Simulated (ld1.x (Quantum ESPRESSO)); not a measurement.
cadmium: variants of one TM potential

Base potential:

* Element: Cd (Z = 48)
* Generator: ld1.x (Quantum ESPRESSO) 7.5
* Type: norm-conserving Troullier–Martins (Kleinman–Bylander form)
* Functional: Wu–Cohen
* Relativity: scalar-relativistic
* Frozen core: [Ar] 3d10 4s2
* Valence charge: 18
* Reference configuration: 4p6 4d10 5s2 5p0
* Partial waves: 5s (bound): rc 2.45 bohr; 4p (bound): rc 1.60 bohr; 4d (bound): rc 1.50 bohr
* Local potential: all-electron potential smoothed inside 1.75 bohr (lloc = -1)
* Core correction: a·sin(br)/r model core inside 1.35 bohr

All-electron outer shells of the reference configuration (Wu–Cohen, scalar-relativistic, ld1.x):

```tsv
shell	level (eV)	outermost node (bohr)	outermost maximum (bohr)
3d	-393.71	–	0.27
4s	-105.86	0.43	0.79
4p	-66.92	0.43	0.84
4d	-11.72	0.42	0.98
5s	-5.70	1.07	2.32
5p	-1.12	1.20	3.25
```

Cutoffs, loose and tight: the cutoffs (Ry, on a coarse ladder) from which the occupation-weighted sum of valence levels, in a spherical-Bessel basis at the reference potential, stays within 10 and 1 mRy of its value at 400 Ry. They do not see the model core or the augmentation charge, which bear on the density cutoff. Test errors are all-electron minus pseudo excitation energies from the reference, over the configurations 4p6 4d10 5s1 5p0; 4p6 4d10 5s0 5p0; 4p6 4d9 5s0 5p0; 4p6 4d10 5s0 5p2; 4p6 4d10 5s0 5p1; 4p6 4d8 5s0 5p0; 4p5 4d10 5s2 5p0. A dash means not determined; rows that change the core or the reference have their own tests. The largest error is taken over the tests solved by every variant that gives reliable tests at all: 4p6 4d10 5s0 5p0; 4p6 4d10 5s0 5p1; 4p6 4d10 5s0 5p2; 4p6 4d10 5s1 5p0; 4p6 4d8 5s0 5p0; 4p6 4d9 5s0 5p0.

A true bound ghost makes a file unfit for plane-wave use even where its test errors are small: the radial tests pick states by their node count and pass the ghost by.

Cutoffs are not given where the Bessel-basis levels miss the radial ones by over 6 mRy, ghosts where they miss by over 20 mRy; a channel whose overlap is not positive is not tested.

```tsv
change	outcome	cutoff, loose	cutoff, tight	bound ghosts	largest test error (meV)
base	generated	80 Ry	120 Ry	s	-65
core correction a·sin(br)/r model core inside 0.66 bohr	generated	80 Ry	120 Ry	s	-65
functional PBE	generated	80 Ry	120 Ry	s	-61
local potential all-electron potential smoothed inside 1.65 bohr (lloc = -1)	generated	80 Ry	120 Ry	s	-37
wave 4p (bound): rc 1.60 bohr becomes 4p (bound): rc 1.56 bohr	generated	80 Ry	120 Ry	s	-69
```

What comes out with this change to the base: local potential all-electron potential smoothed inside 2.00 bohr (lloc = -1)?

outcome: generated; cutoff, loose: 80 Ry; cutoff, tight: 120 Ry; bound ghosts: s; largest test error (meV): -360.

What comes out with this change to the base: wave 4d (bound): rc 1.50 bohr becomes 4d (bound): rc 1.60 bohr?

outcome: generated; cutoff, loose: 70 Ry; cutoff, tight: 110 Ry; bound ghosts: s; largest test error (meV): -65.

What comes out with this change to the base: type PAW; waves now 5s (bound): rcut 2.15, rcutus 2.45 bohr; 5s channel at 3.6 Ry: rcut 2.15, rcutus 2.45 bohr; 4p (bound): rcut 1.40, rcutus 1.60 bohr; 5p (bound): rcut 1.40, rcutus 1.60 bohr; 4d (bound): rcut 1.30, rcutus 1.50 bohr; 4d channel at -0.35 Ry: rcut 1.30, rcutus 1.50 bohr; local potential all-electron potential smoothed inside 1.15 bohr (lloc = -2); augmentation PSQ, inside the norm-conserving radii?

outcome: generated, overlap not positive; bound ghosts: s (p not tested, overlap not positive); largest test error (meV): +331. A file whose overlap is not positive is unfit for use, and its test errors describe a broken file.
